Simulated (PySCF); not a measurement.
Simulation results for Cl₂GeH₂O, ClGeHO, CH₆Ge₂O

All values are calculated (PySCF 2.14.0). Calculation on a computer-drawn molecule: optimised geometry and harmonic frequencies of an isolated molecule of the commonest isotopes, restricted reference for singlets and unrestricted otherwise, frozen core in MP2; on germanium a core potential holds 10 electrons, which the energies leave out, and 3d is frozen in MP2 and coupled-cluster steps.

Common to all runs: charge 0; multiplicity 1; basis and core potential on germanium cc-pVDZ-PP ECP10MDF.

```yaml
- entry: 1
  formula: Cl2GeH2O
  start_structure:
    atoms_angstrom:
      - [O, -0.5072, 1.1806, 1.9164]
      - [Ge, 0.4379, 1.7955, 0.6628]
      - [Cl, -0.8585, 1.6054, -1.0774]
      - [Cl, 0.8217, 3.8041, 1.0722]
      - [H, -0.3613, 1.4397, 2.8267]
      - [H, 1.7021, 0.9748, 0.5036]
  given:
    method: HF
    basis: "cc-pV(D+d)Z"
    drawn_bonds_atom: [1, 2, 2, 1, 2]
    drawn_bonds_other_atom: [2, 3, 4, 5, 6]
    drawn_bonds_order: [1, 1, 1, 1, 1]
  results:
    optimised_atom_element: [O, Ge, Cl, Cl, H, H]
    "optimised_atom_x [angstrom]": [-0.122, 0.5214, -0.9471, 0.9246, -0.9182, 1.776]
    "optimised_atom_y [angstrom]": [1.078, 1.763, 1.624, 3.849, 1.468, 1.019]
    "optimised_atom_z [angstrom]": [2.182, 0.7102, -0.8476, 1.007, 2.517, 0.336]
    "modes_frequency [cm^-1]": [161.0, 170.9, 229.7, 272.0, 438.5, 451.3, 764.5, 770.9, 794.1, 973.1, 2362, 4142]
    "modes_reduced_mass [dalton]": [28.56, 1.62, 8.536, 2.473, 36.68, 40.2, 1.45, 1.036, 2.959, 1.109, 1.021, 1.067]
    "rotational_constants [GHz]": [3.752, 2.2, 1.575]
    "total_energy [hartree]": -1288.5300
    "convergence_status_largest_gradient_component [hartree/bohr]": 2.293e-05
- entry: 2
  formula: Cl2GeH2O
  start_structure:
    atoms_angstrom:
      - [O, -0.122, 1.0775, 2.1817]
      - [Ge, 0.5214, 1.7627, 0.7102]
      - [Cl, -0.9471, 1.624, -0.8476]
      - [Cl, 0.9246, 3.8489, 1.0071]
      - [H, -0.9182, 1.4678, 2.517]
      - [H, 1.776, 1.0192, 0.336]
  given:
    method: MP2
    basis: "cc-pV(D+d)Z"
    drawn_bonds_atom: [1, 2, 2, 1, 2]
    drawn_bonds_other_atom: [2, 3, 4, 5, 6]
    drawn_bonds_order: [1, 1, 1, 1, 1]
  results:
    optimised_atom_element: [O, Ge, Cl, Cl, H, H]
    "optimised_atom_x [angstrom]": [-0.1082, 0.5147, -0.9507, 0.9241, -0.9224, 1.777]
    "optimised_atom_y [angstrom]": [1.043, 1.769, 1.632, 3.861, 1.481, 1.014]
    "optimised_atom_z [angstrom]": [2.209, 0.7095, -0.8588, 0.9988, 2.506, 0.3405]
    "modes_frequency [cm^-1]": [153.3, 168.2, 215.5, 270.2, 428.9, 447.1, 723.3, 729.8, 744.8, 950.4, 2285, 3836]
    "modes_reduced_mass [dalton]": [28.33, 2.07, 8.834, 1.856, 36.01, 41.55, 1.035, 1.371, 3.4, 1.099, 1.021, 1.066]
    "rotational_constants [GHz]": [3.66, 2.199, 1.553]
    "total_energy [hartree]": -1289.0844
    "convergence_status_largest_gradient_component [hartree/bohr]": 1.261e-05
- entry: 3
  formula: ClGeHO
  start_structure:
    atoms_angstrom:
      - [O, 0.418, 1.1692, 1.3626]
      - [Ge, -1.1019, 0.8233, 0.3412]
      - [Cl, -2.3142, 0.9249, 2.1715]
      - [H, 1.3377, 1.2285, 0.9454]
  given:
    method: HF
    basis: "cc-pV(D+d)Z"
    drawn_bonds_atom: [1, 2, 1]
    drawn_bonds_other_atom: [2, 3, 4]
    drawn_bonds_order: [1, 1, 1]
  results:
    optimised_atom_element: [O, Ge, Cl, H]
    "optimised_atom_x [angstrom]": [0.4701, -1.003, -2.4, 1.273]
    "optimised_atom_y [angstrom]": [1.176, 0.8501, 0.9099, 1.21]
    "optimised_atom_z [angstrom]": [1.371, 0.4389, 2.143, 0.867]
    "modes_frequency [cm^-1]": [232.8, 393.3, 446.5, 734.9, 855.0, 4132]
    "modes_reduced_mass [dalton]": [8.588, 32.48, 1.094, 9.993, 1.14, 1.067]
    "rotational_constants [GHz]": [12.8, 3.687, 2.863]
    "total_energy [hartree]": -828.3994
    "convergence_status_largest_gradient_component [hartree/bohr]": 3.224e-05
- entry: 4
  formula: ClGeHO
  start_structure:
    atoms_angstrom:
      - [O, 0.4701, 1.1763, 1.3714]
      - [Ge, -1.0029, 0.8501, 0.4389]
      - [Cl, -2.4002, 0.9099, 2.1433]
      - [H, 1.2726, 1.2096, 0.867]
  given:
    method: MP2
    basis: "cc-pV(D+d)Z"
    drawn_bonds_atom: [1, 2, 1]
    drawn_bonds_other_atom: [2, 3, 4]
    drawn_bonds_order: [1, 1, 1]
  results:
    optimised_atom_element: [O, Ge, Cl, H]
    "optimised_atom_x [angstrom]": [0.4911, -0.9991, -2.415, 1.262]
    "optimised_atom_y [angstrom]": [1.186, 0.8517, 0.9063, 1.202]
    "optimised_atom_z [angstrom]": [1.418, 0.4465, 2.131, 0.8254]
    "modes_frequency [cm^-1]": [213.3, 400.5, 470.1, 700.2, 849.1, 3808]
    "modes_reduced_mass [dalton]": [8.899, 34.24, 1.088, 12.56, 1.108, 1.066]
    "rotational_constants [GHz]": [12.43, 3.681, 2.84]
    "total_energy [hartree]": -828.8026
    "convergence_status_largest_gradient_component [hartree/bohr]": 1.599e-06
- entry: 5
  formula: CH6Ge2O
  start_structure:
    atoms_angstrom:
      - [O, 0.7757, 3.3988, -0.3337]
      - [Ge, 0.6586, 1.8284, -0.4475]
      - [C, 0.1374, 0.5521, 0.868]
      - [Ge, -1.7689, 0.1369, 0.7704]
      - [H, 0.8066, 1.1827, -1.9025]
      - [H, 0.803, -0.3768, 0.8212]
      - [H, 0.3363, 1.012, 1.8997]
      - [H, -2.0315, -0.9711, 1.8274]
      - [H, -2.6569, 1.2017, 0.9695]
      - [H, -2.0187, -0.5655, -0.5628]
  given:
    method: HF
    basis: cc-pVDZ
    drawn_bonds_atom: [1, 2, 3, 2, 3, 3, 4, 4, 4]
    drawn_bonds_other_atom: [2, 3, 4, 5, 6, 7, 8, 9, 10]
    drawn_bonds_order: [2, 1, 1, 1, 1, 1, 1, 1, 1]
  results:
    optimised_atom_element: [O, Ge, C, Ge, H, H, H, H, H, H]
    "optimised_atom_x [angstrom]": [0.8373, 0.6699, 0.1216, -1.778, 0.926, 0.7322, 0.3138, -2.013, -2.685, -2.083]
    "optimised_atom_y [angstrom]": [3.438, 1.842, 0.5854, 0.02398, 1.164, -0.3171, 1.04, -1.016, 1.235, -0.5965]
    "optimised_atom_z [angstrom]": [-0.2893, -0.5111, 0.8542, 0.7958, -1.862, 0.7582, 1.828, 1.892, 1.016, -0.5723]
    "modes_frequency [cm^-1]": [36.4, 87.93, 124.3, 231.7, 462.0, 511.5, 520.3, 665.4, 716.4, 740.6, 860.8, 926.6, 964.4, 967.2, 1049, 1095, 1140, 1501, 2218, 2226, 2235, 2249, 3194, 3270]
    "modes_reduced_mass [dalton]": [4.168, 1.187, 6.615, 3.755, 1.935, 1.12, 1.173, 2.062, 2.153, 1.227, 1.249, 1.05, 1.021, 1.024, 12.76, 1.056, 1.318, 1.09, 1.021, 1.021, 1.023, 1.013, 1.059, 1.104]
    "rotational_constants [GHz]": [10.23, 0.9243, 0.9051]
    "total_energy [hartree]": -702.9230
    "convergence_status_largest_gradient_component [hartree/bohr]": 3.318e-05
```
